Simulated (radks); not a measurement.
Values are calculated unless marked as measured or tabulated.
Q: N5+, 2 electrons, occupied as 1s1.5 2p0.5 (fractional occupations, a model configuration). Code: a radial shooting solver on a logarithmic mesh with Libxc functionals. Model: Dirac Kohn-Sham, LDA (Slater exchange, Perdew-Wang correlation), spin-unpolarised, spherical densities, point nucleus; open shells fill j = l - 1/2 first. Some entries of the table are withheld. Estimate them.

orbital  occ.  eigenvalue (eV)  r(max) (bohr)  <r^2> (bohr^2)
1s1/2     1.5        -537.8772            (1)             (2)
2s1/2       0        -111.9080            (3)           1.116
2p1/2     0.5        -104.4199         0.6806          0.8896
2p3/2       0        -104.3582         0.6812          0.8909
3p1/2       0              (4)            (5)           5.633
3p3/2       0              (6)            (7)           5.637

A: 
(1) 1s1/2 r(max) (bohr): 0.1464
(2) 1s1/2 <r^2> (bohr^2): 0.06725
(3) 2s1/2 r(max) (bohr): 0.8376
(4) 3p1/2 eigenvalue (eV): -43.1947
(5) 3p1/2 r(max) (bohr): 2.101
(6) 3p3/2 eigenvalue (eV): -43.1770
(7) 3p3/2 r(max) (bohr): 2.102
